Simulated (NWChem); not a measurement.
The numbers come from NWChem runs, not from measurements. System: H4Ti, charge 0, spin multiplicity 1, at a geometry optimised with PBE/def2-SVP. The structure started from a generated list of species. Level: PBE/def2-SVPD.

Input file:

```
start mol
memory heap 200 mb stack 900 mb global 1100 mb
geometry units angstroms nocenter noautoz
  Ti     0.000000     0.000000     0.000001
  H      1.390169     0.000000     0.982443
  H     -1.390169     0.000000     0.982443
  H      0.000000    -1.390163    -0.982453
  H      0.000000     1.390163    -0.982453
  symmetry group C2v
end
basis spherical
  * library def2-svpd
end
dft
  xc xpbe96 cpbe96
  semidirect memsize 60000000 filesize 0
  iterations 100
end
property
  dipole
  response 1 0.0
end
task dft property
```

Part of the output:

```
             Northwest Computational Chemistry Package (NWChem) 7.3.0
             --------------------------------------------------------

                                NWChem Input Module
                                -------------------

 Scaling coordinates for geometry "geometry" by  1.889725989
 (inverse scale =  0.529177249)

 Turning off AUTOSYM since
 SYMMETRY directive was detected!

                             Geometry "geometry" -> ""
                             -------------------------

 Output coordinates in angstroms (scale by  1.889725989 to convert to a.u.)

  No.       Tag          Charge          X              Y              Z
 ---- ---------------- ---------- -------------- -------------- --------------
    1 Ti                  22.0000     0.00000000     0.00000000     0.00000100
    2 H                    1.0000     1.39016900     0.00000000     0.98244300
    3 H                    1.0000    -1.39016900     0.00000000     0.98244300
    4 H                    1.0000     0.00000000    -1.39016300    -0.98245300
    5 H                    1.0000     0.00000000     1.39016300    -0.98245300

 Effective nuclear repulsion energy (a.u.)      28.4981607998

            Nuclear Dipole moment (a.u.)
            ----------------------------
        X                 Y               Z
 ---------------- ---------------- ----------------
     0.0000000000     0.0000000000     0.0000037795

      Symmetry information
      --------------------

 Group name             C2v
 Group number             16
 Group order               4
 No. of unique centers     3

      Symmetry unique atoms

     1    2    4


 Summary of "ao basis" -> "" (spherical)
 ------------------------------------------------------------------------------
       Tag                 Description            Shells   Functions and Types
 ---------------- ------------------------------  ------  ---------------------
 *                         def2-svpd                  on all atoms

  pbe96 is a nonlocal functional; adding pw91lda local functional.
                              NWChem Property Module
[...]
     2   0 0 2    -17.217487    -15.502355    -15.502355     13.787223

 *** CALLING NEW AORESP DRIVER FOR CLOSED AND OPEN SHELLS ***
 Entering AOResponse driver routine

--------------------------------------------------------------------------------

          ****************
          *** RESPONSE ***
          ****************

 Response module for NWChem and dynamic CPKS solver

          -----------------------------------------------
          Solving response equations for perturbing field
          -----------------------------------------------

 number of frequencies:     1
 frequency in a.u.:  0.0000000E+00
 Perturbing field: electric
 Using El. Dipole Length Gauge

 Setting up CPKS with frequency omega =      0.00000000 a.u.

 STATIC response

                                NWChem CPHF Module
                                ------------------

  scftype          =     RHF
  nclosed          =       13
  nopen            =        0
  variables        =      689
  # of vectors     =        3
  tolerance        = 0.10D-03
  level shift      = 0.00D+00
  max iterations   =       50
  max subspace     =       30

  int2e_file: Failed to allocate cache ... halving
 SCF residual:    7.3014319660974513E-004

Iterative solution of linear equations
  No. of variables      689
  No. of equations        3
  Maximum subspace       30
        Iterations       50
       Convergence  1.0D-04

   iter   nsub   residual    time
   ----  ------  --------  ---------
     1      3    5.79D+00      21.5
     2      6    1.58D+00      24.4
     3      9    3.13D-01      27.4
     4     12    5.64D-02      30.8
     5     15    1.25D-02      33.9
     6     18    2.08D-03      36.2
     7     21    2.99D-04      38.4
     8     24    2.70D-05      40.3

 Electric Dipole Response Matrix (nonzero elements):

              1        2        3
    1   48.8606  -0.0000   0.0000
    2   -0.0000  48.8604  -0.0000
    3    0.0000  -0.0000  48.8303

 ------------------------------------------
 average:        48.85044 + I       0.00000

 DFT Linear Response polarizability / au
 Frequency  =       0.0000000 / au
 Wavelength = -999999.0000000 / nm
              X              Y              Z
 -----------------------------------------------
 X      48.8605878     -0.0000165      0.0000300
 Y      -0.0000165     48.8603895     -0.0000278
 Z       0.0000299     -0.0000278     48.8303362
 -----------------------------------------------
 Eigenvalues =      48.8605892     48.8603882     48.8303361
 Isotropic   =      48.8504378
 Anisotropic =       0.0301531
 -----------------------------------------------

 Magnetic Dipole Response Matrix (nonzero elements):
 Optical rotation tensor Beta

 *** static G'=0. Use GPRIME input with finite omega
 *** or better ORBETA without GPRIME for small or zero freq.

 zero matrix

 ------------------------------------------
 average:         0.00000 + I       0.00000

 Exiting AOResponse driver routine

          -------------
          Dipole Moment
          -------------

 Center of charge (in au) is the expansion point
         X =       0.0000000 Y =       0.0000000 Z =       0.0000001

   Dipole moment        0.0000333140 A.U.
             DMX        0.0000044101 DMXEFC        0.0000000000
             DMY       -0.0000058388 DMYEFC        0.0000000000
             DMZ        0.0000325006 DMZEFC        0.0000000000
   -EFC- dipole         0.0000000000 A.U.
   Total dipole         0.0000333140 A.U.

   Dipole moment        0.0000846765 Debye(s)
             DMX        0.0000112094 DMXEFC        0.0000000000
             DMY       -0.0000148408 DMYEFC        0.0000000000
             DMZ        0.0000826088 DMZEFC        0.0000000000
   -EFC- dipole         0.0000000000 DEBYE(S)
   Total dipole         0.0000846765 DEBYE(S)

 1 a.u. = 2.541766 Debyes

 Task  times  cpu:       40.3s     wall:       40.3s

 Total times  cpu:       40.3s     wall:       40.3s
```
